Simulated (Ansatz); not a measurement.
Born–Oppenheimer molecular dynamics of C4H8Si (13 atoms, charge 0, multiplicity 1). It starts from a relaxed structure.

These are results of Ansatz, RKS PBE-D4/STO-3G, not measurements.

* ensemble: NVE (velocity Verlet)
* time step: 2.5 fs
* steps asked: 40
* starting velocities drawn for: 400 K
* seed: 594071

First frame:

```xyz
13
Properties=species:S:1:pos:R:3
C -1.395 1.661 -0.359
C -0.400 0.927 0.141
C 0.337 0.433 1.346
C 0.765 0.014 -0.097
Si 0.511 -1.744 -0.704
H -1.573 1.736 -1.445
H -2.083 2.228 0.291
H 0.983 1.138 1.897
H -0.142 -0.324 1.992
H 1.683 0.509 -0.466
H 0.315 -1.749 -2.146
H -0.660 -2.311 -0.053
H 1.679 -2.551 -0.384
```

(1) How far do the bonds stretch over the last three quarters of this one trajectory? (Pairs bonded in most of those frames.)

## Answers

(1) 
| bond | mean (Å) | spread (Å) | shortest | longest |
| --- | --- | --- | --- | --- |
| C1–C2 | 1.339 | 0.018 | 1.31 | 1.37 |
| C1–H6 | 1.107 | 0.023 | 1.07 | 1.14 |
| C1–H7 | 1.107 | 0.024 | 1.07 | 1.14 |
| C2–C3 | 1.501 | 0.028 | 1.46 | 1.56 |
| C2–C4 | 1.507 | 0.031 | 1.46 | 1.55 |
| C3–C4 | 1.565 | 0.024 | 1.53 | 1.60 |
| C3–H8 | 1.112 | 0.055 | 1.02 | 1.18 |
| C3–H9 | 1.109 | 0.033 | 1.06 | 1.16 |
| C4–Si5 | 1.883 | 0.019 | 1.86 | 1.93 |
| C4–H10 | 1.112 | 0.031 | 1.06 | 1.15 |
| Si5–H11 | 1.458 | 0.015 | 1.43 | 1.48 |
| Si5–H12 | 1.458 | 0.019 | 1.43 | 1.48 |
| Si5–H13 | 1.459 | 0.019 | 1.43 | 1.49 |

Mean temperature of the second half: 203 K. The conserved energy wandered by up to 13.6 meV per atom (net 7.8 meV per atom), which is poor conservation. Over the second half the temperature averaged 0.51 of the 400 K drawn at the start: a run that starts near a minimum puts about half its kinetic energy into the potential. A step of 2.5 fs is long for free X–H stretches (periods near 10 fs) and can bias their spread and the temperature. A run of 0.1 ps of so small a system gives no equilibrium averages. Limits of this set-up: minimal basis.

The run took 63 s on 1 thread of Arm Neoverse V2, on a shared host, peak memory 0.083 GiB.
